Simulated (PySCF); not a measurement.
A side-by-side comparison of computed properties.

First species: C5H6N2O2.
Geometry (PBE0-D3(BJ)/def2-TZVP, Å), atoms numbered from 1 in this order:
```xyz
15
C5H6N2O2 angstrom
C     -1.8346   -0.5784   -1.1347
N     -0.6696   -0.1421   -0.3976
N      0.2722   -1.0667   -0.1701
C      1.3231   -0.7129    0.4867
O      2.2797   -1.6296    0.7215
C      1.5307    0.6041    0.9814
C      0.5741    1.5216    0.7469
C     -0.6281    1.1773    0.0137
O     -1.5454    1.9423   -0.2418
H     -1.9392    0.0072   -2.0494
H     -2.7339   -0.4242   -0.5363
H     -1.7018   -1.6314   -1.3656
H      1.9866   -2.4586    0.3234
H      2.4401    0.8294    1.5250
H      0.6524    2.5456    1.0884
```

Second species: 1-hexyne, C₆H₁₀.
Geometry (PBE0-D3(BJ)/def2-TZVP, Å), atoms numbered from 1 in this order:
```xyz
16
C6H10 angstrom
C      2.8212    1.2657    0.1827
C      2.1729    0.2551    0.1730
C      1.3667   -0.9542    0.1520
C     -0.0838   -0.7057   -0.2662
C     -0.8477    0.1848    0.6978
C     -2.2752    0.4416    0.2491
H      3.4019    2.1572    0.1908
H      1.3887   -1.4121    1.1475
H      1.8304   -1.6746   -0.5294
H     -0.5867   -1.6751   -0.3494
H     -0.0945   -0.2597   -1.2661
H     -0.8490   -0.2794    1.6910
H     -0.3140    1.1344    0.8055
H     -2.8108    1.0737    0.9607
H     -2.8341   -0.4933    0.1491
H     -2.2968    0.9433   -0.7223
```

Levels: B97-2/pcSseg-2 for dipole moment, HOMO energy, LUMO energy and HOMO–LUMO gap; PBE0-D3(BJ)/def2-TZVP for rotational constant A and rotational constant C. Geometries: PBE0-D3(BJ)/def2-TZVP. Each structure is a single optimised conformer of the isolated species, non-relativistic unless stated. Electronic properties by PySCF.

The conformers computed, where there is a choice (atom-mapped SMILES and torsion angles):
- `[CH3:1][n:2]1[n:3][c:4]([OH:5])[cH:6][cH:7][c:8]1=[O:9]`: H–O5–C4–N3 0°
- `[CH:1]#[C:2][CH2:3][CH2:4][CH2:5][CH3:6]`: C2–C3–C4–C5 -64°, C3–C4–C5–C6 179°

Values for the first species:

| Quantity | Value |
| --- | --- |
| Dipole moment | 2.99 D |
| HOMO energy | -6.33 eV |
| LUMO energy | -1.86 eV |
| HOMO–LUMO gap | 4.47 eV |
| Rotational constant A | 3.225 GHz |
| Rotational constant C | 1.014 GHz |

(1) Estimate the same properties for the second species, and the change in each.

Results:

(1) 
```json
{"property": "dipole moment", "first": "2.99 D", "second": "0.78 D", "second less first": "-2.21 D"}
{"property": "HOMO energy", "first": "-6.33 eV", "second": "-7.38 eV", "second less first": "-1.05 eV"}
{"property": "LUMO energy", "first": "-1.86 eV", "second": "0.58 eV", "second less first": "+2.44 eV"}
{"property": "HOMO–LUMO gap", "first": "4.47 eV", "second": "7.96 eV", "second less first": "+3.49 eV"}
{"property": "rotational constant A", "first": "3.225 GHz", "second": "7.510 GHz", "second less first": "+4.285 GHz"}
{"property": "rotational constant C", "first": "1.014 GHz", "second": "1.544 GHz", "second less first": "+0.530 GHz"}
```

On the first: The dipole equals about 10.0 × 10⁻³⁰ C·m (1 D = 3.33564 × 10⁻³⁰ C·m). One conformer (not necessarily the lowest) at the PBE0-D3(BJ)/def2-TZVP geometry, without solvent, vibrations or thermal averaging.

On the second: In atomic units the dipole is 0.31 e·bohr (1 au = 2.5417 D). Isolated species at its PBE0-D3(BJ)/def2-TZVP geometry (one conformer only).
